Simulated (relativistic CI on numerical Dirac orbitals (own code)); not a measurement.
## Mn⁶⁺: L-alpha,beta X-ray emission

Computed with this model: Dirac-Coulomb-Breit CI, orbitals from a KLI potential per configuration, model QED (radiative potential, 1s self-energy scaled to tabulated hydrogen-like ionisation energies), valence Slater integrals scaled by 0.7, multiplet model of X-ray emission after core ionisation; configurations [Ar] 3d → [He] 2s2 2p5 3s2 3p6 3d → [Ne] 3s2 3p6; 300 K; Lorentzian 0.6 eV and Gaussian 0.5 eV FWHM. Energies are those of the free ion, without screening or charge transfer. S is read from ⟨S²⟩ = S(S + 1).

Field parameters in Wybourne normalisation: Td as Oh with Dq negative (B⁴₀ = 21Dq, B⁴₄ = √(5/14) B⁴₀). The field is a parameter set, without covalency.

Peaks in eV (height, largest 100): 660.2 (7), 664.2 (65), 670.6 (23), 673.7 (100).

Task: Which surroundings give this spectrum?
A. Td, 10Dq = -7200 cm⁻¹
B. Td, 10Dq = -11800 cm⁻¹
C. free ion
D. Td, 10Dq = -2600 cm⁻¹

Result: B. Td, 10Dq = -11800 cm⁻¹, where the ground state has S = 0.50.
